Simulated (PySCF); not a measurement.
A side-by-side comparison of computed properties.

First species: C4H11NSi.
InChI=1S/C4H11NSi/c1-5-6-3-2-4-6/h5-6H,2-4H2,1H3

Second species: C₃H₇ClSSi₂.
SMILES: `CC#C[SiH2]S[SiH2]Cl`

Levels: PBE0/def2-SVPD for dipole moment, HOMO energy, LUMO energy, HOMO–LUMO gap, static isotropic polarisability and electronic spatial extent ⟨r²⟩ about the centre of nuclear charge; TDDFT PBE0/def2-SVPD for lowest singlet excitation; TDA PBE0/def2-SVPD for lowest triplet excitation (Tamm–Dancoff); GFN2-xTB for rotational constant A and rotational constant C. Geometries: GFN2-xTB. Each species is one conformer at its optimised geometry, gas phase, non-relativistic unless stated; the electronic structure was computed with PySCF and density fitting.

The conformers computed, where there is a choice (atom-mapped SMILES and torsion angles):
- `[CH3:1][NH:2][SiH:3]1[CH2:4][CH2:5][CH2:6]1`: C1–N2–Si3–C4 80°
- `[CH3:1][C:2]#[C:3][SiH2:4][S:5][SiH2:6][Cl:7]`: C3–Si4–S5–Si6 65°, Si4–S5–Si6–Cl7 -179°

```json
{"property": "dipole moment", "column X": "3.44 D", "column Y": "1.09 D"}
{"property": "HOMO energy", "column X": "-7.38 eV", "column Y": "-6.65 eV"}
{"property": "LUMO energy", "column X": "-0.60 eV", "column Y": "0.52 eV"}
{"property": "HOMO–LUMO gap", "column X": "6.78 eV", "column Y": "7.17 eV"}
{"property": "lowest singlet excitation", "column X": "5.57 eV", "column Y": "5.82 eV"}
{"property": "lowest triplet excitation (Tamm–Dancoff)", "column X": "4.79 eV", "column Y": "5.59 eV"}
{"property": "static isotropic polarisability", "column X": "123.3 au", "column Y": "80.4 au"}
{"property": "electronic spatial extent ⟨r²⟩ about the centre of nuclear charge", "column X": "2403 bohr²", "column Y": "866 bohr²"}
{"property": "rotational constant A", "column X": "1.867 GHz", "column Y": "6.394 GHz"}
{"property": "rotational constant C", "column X": "0.445 GHz", "column Y": "1.560 GHz"}
```

Q: Which column belongs to which species?

A: Column X is the second species and column Y the first. The first has 17 atoms and 56 electrons, the second 14 and 86.

Q: How does each property change from the first species to the second?

A: dipole moment +2.35 D; HOMO energy -0.73 eV; LUMO energy -1.12 eV; HOMO–LUMO gap -0.39 eV; lowest singlet excitation -0.25 eV; lowest triplet excitation (Tamm–Dancoff) -0.80 eV; static isotropic polarisability +42.9 au; electronic spatial extent ⟨r²⟩ about the centre of nuclear charge +1537 bohr²; rotational constant A -4.527 GHz; rotational constant C -1.115 GHz.

On the first: No computed singlet falls in the visible range (750 to 380 nm, 1.65 to 3.26 eV); S1 lies 2.56 eV above its blue end. The vertical singlet–triplet gap S1 − T1 is 0.23 eV (TDDFT singlet less Tamm–Dancoff triplet; S1: HOMO→LUMO, weight 0.96; T1: HOMO→LUMO, weight 0.87).

On the second: The vertical singlet–triplet gap S1 − T1 is 0.78 eV (TDDFT singlet less Tamm–Dancoff triplet). A dipole of 3.44 D is allowed in C1, and pure rotational transitions are dipole-allowed.
